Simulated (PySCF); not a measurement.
Species: C4H5NOSi.
Atom-mapped SMILES: `[CH3:1][O:2][SiH2:3][C:4]#[C:5][C:6]#[N:7]` (hydrogens: H8, H9, H10 on C1; H11, H12 on Si3)

Computed with PBE0-D3(BJ)/def2-SVP geometry optimisation, gas phase (PySCF).

Q: Give the optimised bond lengths and angles.

A: 
```
                bond  length (Å)
               C1–O2       1.403
              O2–Si3       1.653
              Si3–C4       1.841
               C4≡C5       1.221
               C5–C6       1.375
               C6≡N7       1.163
C1–H8, C1–H9, C1–H10       1.103
    Si3–H11, Si3–H12       1.491
```

Bonds in one row agree within 0.01 Å and their mean is given. A selection of angles:
```
      angle  degrees
   O2–C1–H8    111.9
  O2–C1–H10    108.5
   H8–C1–H9    108.3
  C1–O2–Si3    125.0
  O2–Si3–C4    106.1
 O2–Si3–H11    112.0
 C4–Si3–H11    108.3
H11–Si3–H12    109.9
  Si3–C4–C5    178.5
   C4–C5–C6    179.9
   C5–C6–N7    179.9
```

Torsions: C1–O2–Si3–C4 179° (antiperiplanar).

The 7 heavy atoms lie in one plane (0.007 Å rms). Si3 (oxygen-bound silicon) is tetrahedral (angles from 106.1° to 112.2°). The 2 C–C bonds span 1.221 Å (C4≡C5, drawn triple) to 1.375 Å (C5–C6, drawn single), a spread of 0.154 Å. O2 (silyl ether oxygen) is bent (angle 125.0°).

No PBE0-D3(BJ)/def2-SVP frequencies stand behind this structure, so it isn't proved a minimum. One conformer, not necessarily the lowest.
